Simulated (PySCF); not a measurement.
Species: C7H11N.
SMILES with atom numbers: `[CH2:1]=[N:2][C@@H:3]1[CH2:4][C@@:5]12[CH2:6][C@H:7]2[CH3:8]` (hydrogens: H9, H10 on C1; H11 on C3; H12, H13 on C4; H14, H15 on C6; H16 on C7; H17, H18, H19 on C8)

Cartesian coordinates in Å at the PBE0-D3(BJ)/def2-SVP level; atoms count from 1:
```
atom  x, y, z in Å
C1     2.2324    0.4264   -1.7147
N2     1.2518   -0.2103   -1.2327
C3     1.1481   -0.3461    0.1678
C4     0.5358   -1.6438    0.6875
C5    -0.2170   -0.3847    0.7532
C6    -0.9761    0.4170    1.7381
C7    -1.5419    0.1336    0.3571
C8    -1.6606    1.2311   -0.6654
H9     2.3211    0.5414   -2.8038
H10    3.0276    0.8835   -1.0923
H11    1.9487    0.1030    0.7791
H12    0.2558   -2.3710   -0.0796
H13    0.9623   -2.0606    1.6049
H14   -1.4167   -0.0981    2.5971
H15   -0.6368    1.4379    1.9424
H16   -2.3445   -0.6135    0.3292
H17   -0.8325    1.9496   -0.5672
H18   -1.6168    0.8216   -1.6859
H19   -2.6067    1.7834   -0.5512
```

Computed with PySCF at CAM-B3LYP/def2-SVPD, non-relativistic, on one gas-phase PBE0-D3(BJ)/def2-SVP geometry that isn't relaxed in the solvent. The solvent is an IEF-PCM continuum (Bondi radii, 1.10 Å for H, scaled by 1.2), and excitations are vertical TDDFT with non-equilibrium linear response and a frozen core. Only the electrostatic response of the medium enters.

Gas-phase singlets (H = HOMO, L = LUMO):

```json
{"state": "S1", "E (eV)": "5.035", "λ (nm)": "246", "f": "0.002", "leading configuration": "H-1→L 87%"}
{"state": "S2", "E (eV)": "6.545", "λ (nm)": "189", "f": "0.322", "leading configuration": "H→L 93%"}
{"state": "S3", "E (eV)": "7.261", "λ (nm)": "171", "f": "0.031", "leading configuration": "H-2→L 59%"}
{"state": "S4", "E (eV)": "7.386", "λ (nm)": "168", "f": "0.003", "leading configuration": "H→L+1 75%"}
{"state": "S5", "E (eV)": "7.451", "λ (nm)": "166", "f": "0.017", "leading configuration": "H-3→L 43%"}
```

**Question.** Give the list for methanol (ε = 32.61), n² = 1.77.

**Answer.** 
```json
{"state": "S1", "E (eV)": "5.154", "λ (nm)": "241", "f": "0.002", "leading configuration": "H-1→L 84%", "change by rank (eV)": "+0.119"}
{"state": "S2", "E (eV)": "6.458", "λ (nm)": "192", "f": "0.401", "leading configuration": "H→L 94%", "change by rank (eV)": "-0.087"}
{"state": "S3", "E (eV)": "7.231", "λ (nm)": "171", "f": "0.031", "leading configuration": "H-2→L 55%", "change by rank (eV)": "-0.030"}
{"state": "S4", "E (eV)": "7.434", "λ (nm)": "167", "f": "0.018", "leading configuration": "H-3→L 48%", "change by rank (eV)": "+0.048"}
{"state": "S5", "E (eV)": "7.540", "λ (nm)": "164", "f": "0.009", "leading configuration": "H→L+1 75%", "change by rank (eV)": "+0.089"}
```

**Question.** What are the lowest 5 singlets in water (ε = 78.36)?

**Answer.** 
```tsv
state	E (eV)	λ (nm)	f	leading configuration	change by rank (eV)
S1	5.159	240	0.002	H-1→L 84%	+0.124
S2	6.457	192	0.401	H→L 94%	-0.088
S3	7.230	171	0.031	H-2→L 55%	-0.031
S4	7.433	167	0.018	H-3→L 48%	+0.047
S5	7.546	164	0.009	H→L+1 75%	+0.095
```

**Question.** The ground-state energy changes by -0.167 eV from gas to water. By how much does the total energy of gas-phase S1 change?

**Answer.** E(S1) = E(S0) + excitation energy, so it changes by -0.167 + 0.124 = -0.043 eV: it is lowered less than the ground state, which is what a blue shift means. This is the vertical state, with the slow part of the continuum still set for S0.

**Question.** How do the frontier levels move from gas to water?

**Answer.** 
| orbital | gas (eV) | solvent (eV) | change (eV) | Löwdin shares, gas | Löwdin shares, solvent |
| --- | --- | --- | --- | --- | --- |
| LUMO+2 | 1.88 | 2.00 | +0.12 | H16 12 %, C1 10 %, C7 10 %, H14 9 % | C1 15 %, H16 13 %, C7 11 %, H10 8 % |
| LUMO+1 | 1.55 | 1.66 | +0.11 | C1 25 %, H10 8 %, H11 8 %, C6 7 % | C1 21 %, C8 12 %, C6 8 %, C4 6 % |
| LUMO | 0.77 | 0.78 | +0.01 | C1 35 %, N2 33 %, H10 9 %, H9 8 % | C1 36 %, N2 33 %, H10 8 %, H9 8 % |
| HOMO | -8.60 | -8.59 | +0.01 | C3 19 %, C4 13 %, C1 13 %, C6 12 % | C3 19 %, C4 13 %, C6 12 %, C1 12 % |
| HOMO-1 | -8.76 | -8.87 | -0.11 | N2 51 %, C3 12 %, C1 11 %, H11 6 % | N2 47 %, C3 12 %, C1 10 %, C5 6 % |
| HOMO-2 | -9.37 | -9.35 | +0.02 | C5 28 %, C7 18 %, C6 10 %, C4 10 % | C5 28 %, C7 18 %, C6 10 %, C4 10 % |
| HOMO-3 | -9.63 | -9.62 | +0.01 | C5 23 %, C6 15 %, C4 13 %, N2 9 % | C5 22 %, C6 14 %, N2 12 %, C4 12 % |

The HOMO–LUMO gap goes from 9.37 to 9.37 eV. Rows go by rank; for LUMO+1 and LUMO+2 the atom shares or the degeneracy differ between the runs, so the row needn't follow one orbital.
